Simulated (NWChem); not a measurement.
System meant: ZnHOCl; SMILES [OH][Zn][Cl]

Input file for NWChem:

```
start job
memory heap 200 mb stack 900 mb global 1100 mb
geometry units angstroms noautoz
  Zn    -0.236532     0.323432     0.000000
  Cl     0.114318    -1.739586     0.000000
  O     -0.687817     2.013418     0.000000
  H      0.051853     2.638279     0.000000
end
basis spherical
  * library def2-svp
end
dft
  xc b3lyp
  iterations 4
  mulliken
end
task dft energy
```

End of the output:

```
    Atom       Charge   Shell Charges
 -----------   ------   -------------------------------------------------------
    1 Zn  30    29.42   2.00  2.00  1.95  0.61  0.17  5.99  5.91  0.81  7.77  2.20  0.00
    2 Cl  17    17.25   2.00  1.96  1.06  0.84  5.82  2.26  3.29  0.02
    3 O    8     8.40   1.97  0.90  0.66  2.70  2.16  0.01
    4 H    1     0.94   0.56  0.19  0.18

 center of mass
 --------------
 x =  -0.01107825 y =  -0.04708926 z =   0.00000000

 moments of inertia (a.u.)
 ------------------
         681.191412097320           0.000000000000           0.000000000000
           0.000000000000           2.749277777362           0.000000000000
           0.000000000000           0.000000000000         683.940689874681

     Multipole analysis of the density
     ---------------------------------

     L   x y z        total         alpha         beta         nuclear
     -   - - -        -----         -----         ----         -------
     0   0 0 0     -0.000000    -28.000000    -28.000000     56.000000

     1   1 0 0      0.598988      0.299494      0.299494      0.000000
     1   0 1 0      0.476076      0.238038      0.238038     -0.000000
     1   0 0 1     -0.000000     -0.000000     -0.000000      0.000000

     2   2 0 0    -21.646845    -11.989421    -11.989421      2.331996
     2   1 1 0      3.064425     -0.093262     -0.093262      3.250950
     2   1 0 1     -0.000000     -0.000000     -0.000000      0.000000
     2   0 2 0    -28.350888   -187.334656   -187.334656    346.318424
     2   0 1 1     -0.000000     -0.000000     -0.000000      0.000000
     2   0 0 2    -22.682625    -11.341312    -11.341312      0.000000

 ------------------------------------------------------------------------
 dft energy failed                                                                                  0
 ------------------------------------------------------------------------
 ------------------------------------------------------------------------
  current input line :
    17: task dft energy
 ------------------------------------------------------------------------
 ------------------------------------------------------------------------
 This type of error is most commonly associated with calculations not reaching convergence criteria
 ------------------------------------------------------------------------
 For more information see the NWChem manual at https://nwchemgit.github.io

0:dft energy failed:Received an Error in Communication
```

### Question
Can this run be used? If not, why, and what is the fix?

### Answer
The run did not converge; its last values are not results. Cause: the SCF was allowed too few iterations. This input runs:
```
start job
memory heap 200 mb stack 900 mb global 1100 mb
geometry units angstroms noautoz
  Zn    -0.236532     0.323432     0.000000
  Cl     0.114318    -1.739586     0.000000
  O     -0.687817     2.013418     0.000000
  H      0.051853     2.638279     0.000000
end
basis spherical
  * library def2-svp
end
dft
  xc b3lyp
  iterations 150
  mulliken
end
task dft energy
```
It converges to -2315.08059 Ha (B3LYP/def2-SVP).
